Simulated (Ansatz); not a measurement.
`O=C[SiH2][SiH2][SiH3]` + `C#CCO` → `C#CCOC=O` + `[SiH3][SiH2][SiH3]`  (substitution at a C–Si bond)

Isolated molecules relaxed with PBE0-D4/def2-TZVP in Ansatz; ΔE leaves out vibrations. CCSD(T)/CBS adds triple-zeta CCSD(T) − MP2 to the extrapolated MP2 energy (def2 sets, frozen cores). This one scheme is used for every species. DFT in def2-TZVPP. B3LYP here is the variant with VWN-RPA as its local correlation; programs differ in this. Each species was taken in one conformer, which may not be the lowest.

(1) Is it downhill or uphill in electronic energy at CCSD(T)/CBS, and by how much? (Estimate.)

(2) What do these levels give: B3LYP-D4, ωB97M-V, B2PLYP, HF/def2-TZVPP, HF/def2-QZVPP, HF/CBS(def2)? (Estimate.)

Largest T1 diagnostic among the species: 0.016.

## Answers

(1) The calculation gave: Downhill: ΔE = -0.59 eV.

(2) Computed: B3LYP-D4 -0.64, ωB97M-V -0.63, B2PLYP -0.68, HF/def2-TZVPP -0.73, HF/def2-QZVPP -0.73, HF/CBS(def2) -0.73 eV.

The D4 term adds +0.04 eV with B3LYP and +0.02 eV with PBE0; it sums over pairs of atoms, weighted by their polarisabilities, and B3LYP, whose exchange is more repulsive, gets the larger term. In def2-TZVPP, CCSD(T) changes the Hartree–Fock value by +0.09 eV (the triples alone add −0.01 eV) and MP2 by +0.06 eV.
